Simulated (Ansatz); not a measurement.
Molecule: H$_{7}$Si$_{3}$O (charge 0, doublet). SMILES: [SiH3][Si]([SiH3])O
Structure (B3LYP-D3(BJ)/def2-TZVP (Ansatz, an electronic-structure program) minimum search):
```
Si
O 1 1.6697
H 2 0.9616 1 117.87
Si 1 2.3411 2 107.34 3 170.52
H 4 1.4824 1 110.52 2 62.71
H 4 1.4838 5 108.98 1 -117.39
H 4 1.4856 5 108.54 6 -118.37
Si 1 2.3507 2 112.73 3 42.98
H 8 1.4830 1 108.30 2 -174.98
H 8 1.4857 9 108.80 1 -118.74
H 8 1.4870 9 108.81 10 -117.09
```
Charge 0, spin multiplicity 2.

Quantity: enthalpy of formation at 298 K, in kcal/mol. Terms: spin-orbit terms left out; valence correlation only; non-relativistic; LANL2DZ with its own core potentials from Na on; 6-311+G** with 5d, 6d on Na to Ar in Ansatz; UHF or UKS for open shells; 6-31G* and kin with 6d, 5d where marked; dispersion terms only where a functional's name holds one. CBS marks a two-point X^-3 extrapolation of the correlation energy; Hartree-Fock from the larger set. First-principles rows: single points at B3LYP-D3(BJ) geometries (Ansatz), with unscaled harmonic terms from B3LYP/6-31G* (Ansatz) at its own minima, enthalpies of formation by atomisation with measured atoms.

Coupled cluster (Ansatz) is a level with limits of its own, used here on species with T1 under 0.025 (0.045 for open shells) and stable references: CCSD(T)/CBS(cc-pV(T+d)Z,cc-pV(Q+d)Z).

Value to compare with, CCSD(T)/CBS(cc-pV(T+d)Z,cc-pV(Q+d)Z) (Ansatz): -17.8 kcal/mol.

| level | program | enthalpy of formation at 298 K (kcal/mol) | difference |
|---|---|---|---|
| B3LYP/STO-3G | Ansatz | -243.1 | -225.3 |
| B3LYP/3-21G | Ansatz | 55.4 | 73.2 |
| B3LYP/LANL2DZ | Ansatz | 39.6 | 57.4 |
| B3LYP/6-31G | Ansatz | 75.0 | 92.8 |
| B3LYP/6-31G* | Ansatz | 10.9 | 28.7 |
| B3LYP/6-31+G* | Ansatz | 10.1 | 27.9 |
| B3LYP/6-31G** | Ansatz | 3.0 | 20.8 |
| B3LYP/def2-SVP | Ansatz | 4.9 | 22.7 |
| B3LYP/cc-pVDZ | Ansatz | 20.6 | 38.4 |
| B3LYP/6-311+G** | Ansatz | 8.4 | 26.2 |
| B3LYP/def2-TZVPD | Ansatz | -4.4 | 13.4 |

Among the 10 habitual levels, B3LYP/STO-3G lies farthest from CCSD(T)/CBS(cc-pV(T+d)Z,cc-pV(Q+d)Z) (Ansatz) (-225.3 kcal/mol) and B3LYP/6-31G** nearest (20.8); 9 of 10 lie above it, and their mean absolute difference is 61.3 kcal/mol, the median 33.5. One case shows no general order.

The sets are all those run for this method; left out are runs that failed, that the program found above a lower state of the same kind, or whose <S^2> lies over 0.5 above the pure value.
